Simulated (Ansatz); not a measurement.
Ideal-gas functions of C2H5CdF (`C[CH2][Cd][F]`) at 800 K and 1 bar, from an Ansatz frequency run at PBE0-D4/def2-TZVP.

Molar mass 160.47 g/mol, point group Cs (symmetry number 1), electronic degeneracy 1, moments of inertia 21.201, 261.458, 276.441 u Å². Harmonic wavenumbers (cm⁻¹, unscaled): 96, 119, 238, 242, 478, 583, 652, 953, 976, 1047, 1202, 1257, 1408, 1458, 1493, 1496, 3035, 3068, 3099, 3107, 3129.

Use S(trans) = R[1.5 ln M + 2.5 ln T − 1.1517]; rotational temperatures θ = 24.2544 K / I; S(rot) = R[ln(√π/σ · √(T³/θAθBθC)) + 1.5]; for each mode x = 1.438777 ν̃/T, S = R[x/(eˣ − 1) − ln(1 − e⁻ˣ)] and H = RT x/(eˣ − 1); 1 cm⁻¹ = 0.0119627 kJ/mol; R = 8.31446 J/(mol·K).

Question: By hand: the entropy, in J/(mol·K).

Answer: Translation 192.7. Rotation: θ = 1.144, 0.0928, 0.0877 K, giving 120.0. Vibration, mode by mode: 22.93, 21.15, 15.43, 15.30, 9.82, 8.29, 7.45, 4.78, 4.63, 4.18, 3.36, 3.10, 2.51, 2.33, 2.22, 2.21, 0.23, 0.22, 0.21, 0.21, 0.20, in all 130.8. Electronic 0.0. Sum 443.5 J/(mol·K).

Question: By hand: H − E and G − E in kJ/mol, counted from the electronic energy.

Answer: Zero-point energy ½ × 29136 × 0.0119627 = 174.3; thermal vibration 51.1; translation, rotation and pV give 4 RT = 26.6. H − E = 252.0 kJ/mol, and G − E = 252.0 − 800 × 443.5/1000 = -102.8 kJ/mol.

Vibration gives 29 % of the entropy, 44.1 J/(mol·K) of it from the modes under 150 cm⁻¹: soft modes count most, and the harmonic formula is weakest for them. The sum counts one conformer and one mirror image; others add a mixing term.
